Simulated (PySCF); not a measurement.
Potential energy curve for H₂OSi, SMILES O=[SiH2], singlet. The O1–Si2 bond (O1 also carries nothing else; Si2 carries H, H) is varied alone, starting from the PBE0/def2-TZVP optimised geometry.

Levels of theory: UHF/cc-pVDZ (PySCF); RHF/cc-pVDZ (PySCF); UKS-CAM-B3LYP = unrestricted CAM-B3LYP/cc-pVDZ (PySCF); RKS-CAM-B3LYP = restricted CAM-B3LYP/cc-pVDZ (PySCF); UKS-B3LYP = PySCF with unrestricted B3LYP/cc-pVDZ; RKS-B3LYP = restricted B3LYP/cc-pVDZ in PySCF; UKS-TPSSh = unrestricted TPSSh/cc-pVDZ in PySCF; RKS-TPSSh = restricted TPSSh/cc-pVDZ in PySCF.

Scanned distances (Å): 1.13, 1.22, 1.29, 1.37, 1.44, 1.45, 1.52, 1.56, 1.61, 1.67, 1.77, 1.89, 2.04, 2.30, 2.49, 2.70, 3.04, 3.35, 3.73, 4.10, 4.59, 5.36.

Task: Where does the unrestricted solution first break spin symmetry (<S²> of 0.01 or more)?

Result: UHF: between 1.61 and 1.67 Å; UKS-CAM-B3LYP: between 1.77 and 1.89 Å; UKS-B3LYP: between 1.89 and 2.04 Å; UKS-TPSSh: between 1.89 and 2.04 Å.

```json
[
 {"R / Å": "1.13", "<S²> UHF": "0.00", "E(RHF) − E(UHF) / kJ/mol": "0.0", "<S²> UKS-CAM-B3LYP": "0.00", "E(RKS-CAM-B3LYP) − E(UKS-CAM-B3LYP) / kJ/mol": "0.0", "<S²> UKS-B3LYP": "0.00", "E(RKS-B3LYP) − E(UKS-B3LYP) / kJ/mol": "0.0", "<S²> UKS-TPSSh": "0.00", "E(RKS-TPSSh) − E(UKS-TPSSh) / kJ/mol": "0.0"},
 {"R / Å": "1.22", "<S²> UHF": "0.00", "E(RHF) − E(UHF) / kJ/mol": "0.0", "<S²> UKS-CAM-B3LYP": "0.00", "E(RKS-CAM-B3LYP) − E(UKS-CAM-B3LYP) / kJ/mol": "0.0", "<S²> UKS-B3LYP": "0.00", "E(RKS-B3LYP) − E(UKS-B3LYP) / kJ/mol": "0.0", "<S²> UKS-TPSSh": "0.00", "E(RKS-TPSSh) − E(UKS-TPSSh) / kJ/mol": "0.0"},
 {"R / Å": "1.29", "<S²> UHF": "0.00", "E(RHF) − E(UHF) / kJ/mol": "0.0", "<S²> UKS-CAM-B3LYP": "0.00", "E(RKS-CAM-B3LYP) − E(UKS-CAM-B3LYP) / kJ/mol": "0.0", "<S²> UKS-B3LYP": "0.00", "E(RKS-B3LYP) − E(UKS-B3LYP) / kJ/mol": "0.0", "<S²> UKS-TPSSh": "0.00", "E(RKS-TPSSh) − E(UKS-TPSSh) / kJ/mol": "0.0"},
 {"R / Å": "1.37", "<S²> UHF": "0.00", "E(RHF) − E(UHF) / kJ/mol": "0.0", "<S²> UKS-CAM-B3LYP": "0.00", "E(RKS-CAM-B3LYP) − E(UKS-CAM-B3LYP) / kJ/mol": "0.0", "<S²> UKS-B3LYP": "0.00", "E(RKS-B3LYP) − E(UKS-B3LYP) / kJ/mol": "0.0", "<S²> UKS-TPSSh": "0.00", "E(RKS-TPSSh) − E(UKS-TPSSh) / kJ/mol": "0.0"},
 {"R / Å": "1.44", "<S²> UHF": "0.00", "E(RHF) − E(UHF) / kJ/mol": "0.0", "<S²> UKS-CAM-B3LYP": "0.00", "E(RKS-CAM-B3LYP) − E(UKS-CAM-B3LYP) / kJ/mol": "0.0", "<S²> UKS-B3LYP": "0.00", "E(RKS-B3LYP) − E(UKS-B3LYP) / kJ/mol": "0.0", "<S²> UKS-TPSSh": "0.00", "E(RKS-TPSSh) − E(UKS-TPSSh) / kJ/mol": "0.0"},
 {"R / Å": "1.45", "<S²> UHF": "0.00", "E(RHF) − E(UHF) / kJ/mol": "0.0", "<S²> UKS-CAM-B3LYP": "0.00", "E(RKS-CAM-B3LYP) − E(UKS-CAM-B3LYP) / kJ/mol": "0.0", "<S²> UKS-B3LYP": "0.00", "E(RKS-B3LYP) − E(UKS-B3LYP) / kJ/mol": "0.0", "<S²> UKS-TPSSh": "0.00", "E(RKS-TPSSh) − E(UKS-TPSSh) / kJ/mol": "0.0"},
 {"R / Å": "1.52", "<S²> UHF": "0.00", "E(RHF) − E(UHF) / kJ/mol": "0.0", "<S²> UKS-CAM-B3LYP": "0.00", "E(RKS-CAM-B3LYP) − E(UKS-CAM-B3LYP) / kJ/mol": "0.0", "<S²> UKS-B3LYP": "0.00", "E(RKS-B3LYP) − E(UKS-B3LYP) / kJ/mol": "0.0", "<S²> UKS-TPSSh": "0.00", "E(RKS-TPSSh) − E(UKS-TPSSh) / kJ/mol": "0.0"},
 {"R / Å": "1.56", "<S²> UHF": "0.00", "E(RHF) − E(UHF) / kJ/mol": "0.0", "<S²> UKS-CAM-B3LYP": "0.00", "E(RKS-CAM-B3LYP) − E(UKS-CAM-B3LYP) / kJ/mol": "0.0", "<S²> UKS-B3LYP": "0.00", "E(RKS-B3LYP) − E(UKS-B3LYP) / kJ/mol": "0.0", "<S²> UKS-TPSSh": "0.00", "E(RKS-TPSSh) − E(UKS-TPSSh) / kJ/mol": "0.0"},
 {"R / Å": "1.61", "<S²> UHF": "0.00", "E(RHF) − E(UHF) / kJ/mol": "0.0", "<S²> UKS-CAM-B3LYP": "0.00", "E(RKS-CAM-B3LYP) − E(UKS-CAM-B3LYP) / kJ/mol": "0.0", "<S²> UKS-B3LYP": "0.00", "E(RKS-B3LYP) − E(UKS-B3LYP) / kJ/mol": "0.0", "<S²> UKS-TPSSh": "0.00", "E(RKS-TPSSh) − E(UKS-TPSSh) / kJ/mol": "0.0"},
 {"R / Å": "1.67", "<S²> UHF": "0.46", "E(RHF) − E(UHF) / kJ/mol": "8.1", "<S²> UKS-CAM-B3LYP": "0.00", "E(RKS-CAM-B3LYP) − E(UKS-CAM-B3LYP) / kJ/mol": "0.0", "<S²> UKS-B3LYP": "0.00", "E(RKS-B3LYP) − E(UKS-B3LYP) / kJ/mol": "0.0", "<S²> UKS-TPSSh": "0.00", "E(RKS-TPSSh) − E(UKS-TPSSh) / kJ/mol": "0.0"},
 {"R / Å": "1.77", "<S²> UHF": "0.71", "E(RHF) − E(UHF) / kJ/mol": "39.0", "<S²> UKS-CAM-B3LYP": "0.00", "E(RKS-CAM-B3LYP) − E(UKS-CAM-B3LYP) / kJ/mol": "0.0", "<S²> UKS-B3LYP": "0.00", "E(RKS-B3LYP) − E(UKS-B3LYP) / kJ/mol": "0.0", "<S²> UKS-TPSSh": "0.00", "E(RKS-TPSSh) − E(UKS-TPSSh) / kJ/mol": "0.0"},
 {"R / Å": "1.89", "<S²> UHF": "0.87", "E(RHF) − E(UHF) / kJ/mol": "83.6", "<S²> UKS-CAM-B3LYP": "0.03", "E(RKS-CAM-B3LYP) − E(UKS-CAM-B3LYP) / kJ/mol": "0.0", "<S²> UKS-B3LYP": "0.00", "E(RKS-B3LYP) − E(UKS-B3LYP) / kJ/mol": "0.0", "<S²> UKS-TPSSh": "0.00", "E(RKS-TPSSh) − E(UKS-TPSSh) / kJ/mol": "0.0"},
 {"R / Å": "2.04", "<S²> UHF": "1.08", "E(RHF) − E(UHF) / kJ/mol": "134.4", "<S²> UKS-CAM-B3LYP": "0.44", "E(RKS-CAM-B3LYP) − E(UKS-CAM-B3LYP) / kJ/mol": "9.0", "<S²> UKS-B3LYP": "0.30", "E(RKS-B3LYP) − E(UKS-B3LYP) / kJ/mol": "4.2", "<S²> UKS-TPSSh": "0.33", "E(RKS-TPSSh) − E(UKS-TPSSh) / kJ/mol": "5.1"},
 {"R / Å": "2.30", "<S²> UHF": "1.57", "E(RHF) − E(UHF) / kJ/mol": "205.6", "<S²> UKS-CAM-B3LYP": "0.93", "E(RKS-CAM-B3LYP) − E(UKS-CAM-B3LYP) / kJ/mol": "46.1", "<S²> UKS-B3LYP": "0.77", "E(RKS-B3LYP) − E(UKS-B3LYP) / kJ/mol": "28.6", "<S²> UKS-TPSSh": "0.80", "E(RKS-TPSSh) − E(UKS-TPSSh) / kJ/mol": "32.7"},
 {"R / Å": "2.49", "<S²> UHF": "1.76", "E(RHF) − E(UHF) / kJ/mol": "244.3", "<S²> UKS-CAM-B3LYP": "1.25", "E(RKS-CAM-B3LYP) − E(UKS-CAM-B3LYP) / kJ/mol": "78.6", "<S²> UKS-B3LYP": "1.10", "E(RKS-B3LYP) − E(UKS-B3LYP) / kJ/mol": "54.5", "<S²> UKS-TPSSh": "1.14", "E(RKS-TPSSh) − E(UKS-TPSSh) / kJ/mol": "62.0"},
 {"R / Å": "2.70", "<S²> UHF": "1.88", "E(RHF) − E(UHF) / kJ/mol": "274.7", "<S²> UKS-CAM-B3LYP": "1.54", "E(RKS-CAM-B3LYP) − E(UKS-CAM-B3LYP) / kJ/mol": "110.2", "<S²> UKS-B3LYP": "1.42", "E(RKS-B3LYP) − E(UKS-B3LYP) / kJ/mol": "86.2", "<S²> UKS-TPSSh": "1.45", "E(RKS-TPSSh) − E(UKS-TPSSh) / kJ/mol": "99.3"},
 {"R / Å": "3.04", "<S²> UHF": "1.96", "E(RHF) − E(UHF) / kJ/mol": "304.6", "<S²> UKS-CAM-B3LYP": "1.81", "E(RKS-CAM-B3LYP) − E(UKS-CAM-B3LYP) / kJ/mol": "145.8", "<S²> UKS-B3LYP": "1.72", "E(RKS-B3LYP) − E(UKS-B3LYP) / kJ/mol": "127.0", "<S²> UKS-TPSSh": "1.74", "E(RKS-TPSSh) − E(UKS-TPSSh) / kJ/mol": "152.1"},
 {"R / Å": "3.35", "<S²> UHF": "1.99", "E(RHF) − E(UHF) / kJ/mol": "319.1", "<S²> UKS-CAM-B3LYP": "1.92", "E(RKS-CAM-B3LYP) − E(UKS-CAM-B3LYP) / kJ/mol": "168.6", "<S²> UKS-B3LYP": "1.86", "E(RKS-B3LYP) − E(UKS-B3LYP) / kJ/mol": "149.6", "<S²> UKS-TPSSh": "1.87", "E(RKS-TPSSh) − E(UKS-TPSSh) / kJ/mol": "183.0"},
 {"R / Å": "3.73", "<S²> UHF": "2.00", "E(RHF) − E(UHF) / kJ/mol": "328.2", "<S²> UKS-CAM-B3LYP": "1.98", "E(RKS-CAM-B3LYP) − E(UKS-CAM-B3LYP) / kJ/mol": "188.5", "<S²> UKS-B3LYP": "1.94", "E(RKS-B3LYP) − E(UKS-B3LYP) / kJ/mol": "167.9", "<S²> UKS-TPSSh": "1.95", "E(RKS-TPSSh) − E(UKS-TPSSh) / kJ/mol": "204.9"},
 {"R / Å": "4.10", "<S²> UHF": "2.01", "E(RHF) − E(UHF) / kJ/mol": "333.1", "<S²> UKS-CAM-B3LYP": "2.00", "E(RKS-CAM-B3LYP) − E(UKS-CAM-B3LYP) / kJ/mol": "201.5", "<S²> UKS-B3LYP": "1.98", "E(RKS-B3LYP) − E(UKS-B3LYP) / kJ/mol": "180.0", "<S²> UKS-TPSSh": "1.99", "E(RKS-TPSSh) − E(UKS-TPSSh) / kJ/mol": "218.3"},
 {"R / Å": "4.59", "<S²> UHF": "2.01", "E(RHF) − E(UHF) / kJ/mol": "335.7", "<S²> UKS-CAM-B3LYP": "2.00", "E(RKS-CAM-B3LYP) − E(UKS-CAM-B3LYP) / kJ/mol": "211.1", "<S²> UKS-B3LYP": "2.00", "E(RKS-B3LYP) − E(UKS-B3LYP) / kJ/mol": "190.9", "<S²> UKS-TPSSh": "2.00", "E(RKS-TPSSh) − E(UKS-TPSSh) / kJ/mol": "229.2"},
 {"R / Å": "5.36", "<S²> UHF": "2.01", "E(RHF) − E(UHF) / kJ/mol": "337.0", "<S²> UKS-CAM-B3LYP": "2.00", "E(RKS-CAM-B3LYP) − E(UKS-CAM-B3LYP) / kJ/mol": "216.4", "<S²> UKS-B3LYP": "2.00", "E(RKS-B3LYP) − E(UKS-B3LYP) / kJ/mol": "199.2", "<S²> UKS-TPSSh": "2.00", "E(RKS-TPSSh) − E(UKS-TPSSh) / kJ/mol": "237.4"}
]
```
